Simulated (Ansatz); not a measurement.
Consider the ligand exchange at the Si–N bond: `[Cl][GeH2][NH][SiH](Cl)Cl` + `[OH][GeH3]` → `Cl[SiH](Cl)[O][GeH3]` + `[NH2][GeH2][Cl]`.

Calculated with Ansatz (gas phase, PBE0-D4/def2-TZVP geometries, no zero-point term in ΔE). CCSD(T)/CBS adds triple-zeta CCSD(T) − MP2 to the extrapolated MP2 energy (def2 sets, frozen cores). Functionals use def2-TZVPP. B3LYP here is the variant with VWN-RPA as its local correlation; programs differ in this. For Ge outer-core shells are correlated without core-valence functions, which leaves a few kJ/mol of doubt a bond. Scalar relativity is left out up to krypton. One conformer a species, not always the lowest.

```tsv
level	ΔE (kJ/mol)	difference from CCSD(T)/CBS
PBE-D4	-57.0	3.3
r2SCAN-D4	-63.2	-2.9
PBE0-D4	-58.1	2.2
B3LYP-D4	-62.4	-2.1
ωB97X-V	-61.9	-1.6
ωB97M-V	-61.3	-1.0
B2PLYP	-65.2	-4.9
PBE	-60.3	0.0
r2SCAN	-64.3	-4.0
PBE0	-61.1	-0.8
B3LYP	-67.5	-7.2
HF/def2-TZVPP	-74.4	-14.1
MP2/def2-TZVPP	-59.1	1.2
SCS-MP2/def2-TZVPP	-62.0	-1.7
CCSD/def2-TZVPP	-62.5	-2.2
CCSD(T)/def2-TZVPP	-60.7	-0.4
HF/def2-QZVPP	-75.2	-14.9
MP2/def2-QZVPP	-59.2	1.1
SCS-MP2/def2-QZVPP	-62.2	-1.9
HF/CBS(def2)	-75.4	-15.1
MP2/CBS(def2)	-58.7	1.6
CCSD/CBS(def2)	-62.1	-1.8
CCSD(T)/CBS	-60.3	0
```

Largest T1 diagnostic among the species: 0.011.

The D4 term adds +5.1 kJ/mol with B3LYP and +2.9 kJ/mol with PBE0; it sums over pairs of atoms, weighted by their polarisabilities, and B3LYP, whose exchange is more repulsive, gets the larger term. In def2-TZVPP, CCSD(T) changes the Hartree–Fock value by +13.6 kJ/mol (the triples alone add +1.8 kJ/mol) and MP2 by +15.3 kJ/mol.
